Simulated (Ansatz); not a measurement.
Mulliken charges of C2Cl3F3 (`FC(F)(Cl)C(F)(Cl)Cl`) from ωB97M-V/def2-TZVPP in Ansatz (PBE0-D4/def2-TZVP geometry).

| atom | x (Å) | y (Å) | z (Å) | charge (e) |
| --- | --- | --- | --- | --- |
| F1 | -1.135 | -0.959 | 0.925 | -0.130 |
| C2 | -0.356 | 0.093 | 0.702 | 0.278 |
| F3 | 0.539 | 0.170 | 1.684 | -0.131 |
| Cl4 | -1.322 | 1.560 | 0.690 | -0.016 |
| C5 | 0.403 | -0.090 | -0.648 | 0.134 |
| F6 | 1.177 | 0.984 | -0.837 | -0.125 |
| Cl7 | 1.424 | -1.518 | -0.538 | -0.007 |
| Cl8 | -0.729 | -0.240 | -1.978 | -0.001 |

**Question.** By hand: the dipole of these point charges (1 e Å = 4.8032 D).

**Answer.** Σ q r = (-0.103, -0.021, -0.133) e Å, of length 0.170 e Å = 0.82 D.

**Question.** How does the dipole of the full density compare? (An estimate is asked.)

**Answer.** Ansatz gave: (-0.053, -0.014, -0.083) e Å, 0.48 D; the point charges give 1.71 times that, at 5° from its direction.

Point charges leave out the atoms' own dipoles, such as those of lone pairs, and Mulliken's split depends on the basis, so the two needn't agree.
